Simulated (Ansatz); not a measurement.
A geometry relaxed with B3LYP-D3(BJ)/def2-TZVP in Ansatz (a program for electronic structure), charge 0, multiplicity 1:

```xyz
10

H      2.3001     1.3544     0.3912
H      2.1135    -0.5461    -1.0949
H     -1.7204     1.8147     0.4270
H      2.0969    -0.8844     1.2864
H     -1.7834    -0.9689    -0.8874
C     -0.1556     0.1728     0.2062
Si     1.6731     0.0270     0.1982
H     -1.7957    -1.2237     0.9195
C     -1.4740    -0.5996     0.0882
C     -1.2546     0.8537     0.2946
```

**Question.** Write the SMILES of this molecule.

**Answer.** `[SiH3]C1=CC1`
